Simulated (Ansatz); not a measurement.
`[NH2][Cd][F]` + CH₃SH → `C[S][Cd][F]` + NH₃ at 298.15 K and 1 bar (ligand exchange at a Cd–N bond).

Isolated molecules relaxed with PBE0-D4/def2-TZVP in Ansatz; ΔE leaves out vibrations. CCSD(T)/CBS is the MP2 limit (def2-TZVPP, def2-QZVPP) plus CCSD(T) − MP2 in def2-TZVPP, frozen cores. This one scheme is used for every species. Elements past krypton have def2 core potentials. For Cd outer-core shells are correlated without core-valence functions, which leaves a few kJ/mol of doubt a bond. One conformer a species, not always the lowest.

| species | CCSD(T)/CBS energy (Eh) | H − E (kJ/mol) | S (J/(mol·K)) |
| --- | --- | --- | --- |
| `[NH2][Cd][F]` | -323.42384 | 84.3 | 292.8 |
| CH₃SH | -438.22835 | 133.0 | 253.2 |
| `C[S][Cd][F]` | -705.17805 | 125.5 | 345.4 |
| NH₃ | -56.50880 | 100.5 | 192.4 |

H − E and S are ideal-gas, rigid-rotor, harmonic terms from PBE0-D4/def2-TZVP, for one conformer and one mirror image of each species. 1 Eh = 2625.50 kJ/mol, R = 8.31446 J/(mol·K).

By hand: ΔE, ΔH, ΔS and ΔG.

ΔE = (-705.17805) + (-56.50880) − (-323.42384) − (-438.22835) = -0.03466 Eh = -91.0 kJ/mol. Δ(H − E) = 125.5 + 100.5 − 84.3 − 133.0 = 8.7, so ΔH = -82.3 kJ/mol. ΔS = 345.4 + 192.4 − 292.8 − 253.2 = -8.2 J/(mol·K). ΔG = -82.3 − 298.15 × (-8.2)/1000 = -79.9 kJ/mol.

By hand: the equilibrium constant, and the temperature at which ΔG would vanish if ΔH and ΔS stayed fixed.

log₁₀ K = −ΔG/(RT ln 10) = 14.0. ΔG = 0 at ΔH/ΔS = 10037 K, far beyond where these terms or the molecules hold.

The number of gas molecules stays the same, so ΔS is small and ΔH decides. A doubt of 5 kJ/mol in ΔE shifts log₁₀ K by 0.9 here. Other conformers and mirror images would add mixing entropy, several J/(mol·K) or more a flexible species. These are equilibria of isolated gas molecules and say nothing of rates. Largest T1 diagnostic: 0.016 (customary marks: 0.02 for closed shells, 0.045 for open ones).
